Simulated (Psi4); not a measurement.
Cl2Co, quartet, geometry from GFN2-xTB (such geometries of metal compounds can be far from the true shape). Base run: Psi4 with PBE0/6-31G.

Here is a job for Psi4.
```
memory 2 GB

molecule {
0 4
Co    0.00000000    0.00000000    0.00000000
Cl   -0.00000000   -0.00000000   -1.94700374
Cl    0.00000000    0.00000000    1.94700374
}

set {
  basis 6-31g
  reference uks
}

energy('pbe0')
print_variables()
```

Each row names what was changed in the base input (with any setting that the change needs).

```json
[
 {"change": "base", "E (Eh)": "-2302.45731", "<S^2>": "3.758", "core-seconds (rough)": "6"},
 {"change": "functional = pbe", "E (Eh)": "-2302.37002", "<S^2>": "3.757", "core-seconds (rough)": "7"},
 {"change": "functional = tpssh", "E (Eh)": "-2303.03637", "<S^2>": "3.755", "core-seconds (rough)": "10"},
 {"change": "functional = bp86", "E (Eh)": "-2303.28334", "<S^2>": "3.756", "core-seconds (rough)": "7"},
 {"change": "functional = m11", "E (Eh)": "-2302.78828", "<S^2>": "3.756", "core-seconds (rough)": "10"},
 {"change": "functional = hf (with energy('scf'))", "E (Eh)": "-2300.22929", "<S^2>": "3.760", "core-seconds (rough)": "3"},
 {"change": "functional = m06-2x", "E (Eh)": "-2302.89756", "<S^2>": "3.766", "core-seconds (rough)": "9"},
 {"change": "functional = revpbe", "E (Eh)": "-2302.71438", "<S^2>": "3.757", "core-seconds (rough)": "7"},
 {"change": "functional = m06", "E (Eh)": "-2302.89495", "<S^2>": "3.780", "core-seconds (rough)": "9"},
 {"change": "functional = wb97x-v", "E (Eh)": "-2302.67211", "<S^2>": "3.754", "core-seconds (rough)": "50"},
 {"change": "functional = wb97x", "E (Eh)": "-2302.97940", "<S^2>": "3.754", "core-seconds (rough)": "10"},
 {"change": "functional = svwn", "E (Eh)": "-2298.71653", "<S^2>": "3.759", "core-seconds (rough)": "5"},
 {"change": "functional = b3lyp5", "E (Eh)": "-2302.81583", "<S^2>": "3.758", "core-seconds (rough)": "7"}
]
```

Absolute energies of different levels of theory aren't comparable as measures of quality.

Open shells are given as the SCF converged; they aren't shown to be the lowest states, and a large step between rows can be another state.
